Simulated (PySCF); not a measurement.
C5H10N2.
SMILES: `NN=C1CCCC1`

The closed-shell ground state was solved at several levels (PySCF, density fitting, gas phase, non-relativistic). Geometry: GFN2-xTB, one conformer, isolated molecule.

| level | basis functions | HOMO (eV) | LUMO (eV) | gap (eV) | dipole (D) |
| --- | --- | --- | --- | --- | --- |
| CAM-B3LYP/def2-SVPD | 220 | -7.59 | 1.35 | 8.94 | 2.10 |
| PBE0/pcSseg-1 | 169 | -6.18 | 0.61 | 6.79 | 2.03 |

(1) Estimate the row for B3LYP/pcJ-1, a basis of 289 functions; the other rows only guide the guess.

(2) Over all these levels, which gives the widest orbital gap and which the narrowest?

(3) How far do the dipole and the HOMO energy spread over the levels?

## Answers

(1) HOMO -5.93 eV, LUMO 0.38 eV, gap 6.31 eV, dipole 2.00 D.

(2) CAM-B3LYP/def2-SVPD (range-separated hybrid) has the widest, 8.94 eV, and B3LYP/pcJ-1 (global hybrid, 20 % exact exchange) the narrowest, 6.31 eV. Functional and basis both differ between the two, so the spread mixes both effects.

(3) The dipole runs from 2.00 to 2.10 D (mean 2.04 D) and the HOMO from -7.59 to -5.93 eV.
